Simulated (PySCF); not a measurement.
## Structure from 2D NMR

Compound of formula C$_{3}$H$_{13}$NOSi$_{3}$. Correlations simulated from computed shifts and the bond graph:

HSQC (one-bond C–H):
```
  δH    δC
2.05  23.8
0.34  -0.2
```

HMBC (two and three bonds, from the bond graph):
```
  δH     δC
3.51   -0.2
2.05  180.2
```

Carbons without hydrogens: δ 180.2.

- shieldings: GIAO PBE0/pcSseg-1
- GFN2-xTB structure
- run in PySCF
- fast rotation and ring inversion assumed for equivalent nuclei, one computed conformer, non-relativistic Hamiltonian, isolated molecule

Referencing at the same level of theory: 1H (σref 31.72) and 13C (σref 186.93) against TMS.

Exchangeable hydrogens are left out of these lists.

Q: Work out the connectivity.

A: `N(C(C)=O)[Si](C)([SiH3])[SiH3]`.

Numbering as in the mapped SMILES `[CH3:1][C:2](=[O:3])[NH:4][Si:5]([CH3:6])([SiH3:7])[SiH3:8]` (H(Xn): hydrogen on atom n).

- δC 180.2 is C2, an amide carbonyl carbon.
- δC 23.8 is C1, a methyl carbon α to a carbonyl (δH 2.05).
- δC -0.2 is C6, a methyl carbon bonded to Si (δH 0.34).
- HMBC from δH 2.05 reaches the proton-free carbon C2.

The data come from this structure; uniqueness wasn't tested.

Exchangeable OH/NH protons stand at their gas-phase positions; hydrogen bonding in a real sample shifts them, mostly to higher δ. Shifts are as computed. Against solution values, carbons near 30 ppm lie about +3 ppm off and those near 130 ppm about +5 ppm. Of 1309 compounds with measured shifts, 239 miss one by over three times the rms of a fit or turn the order of signals round; such compounds aren't used in these exercises. The C=O carbon of an acid or of an amide with N–H lies up to 10 ppm further downfield in solution, through hydrogen bonding that the calculation lacks.
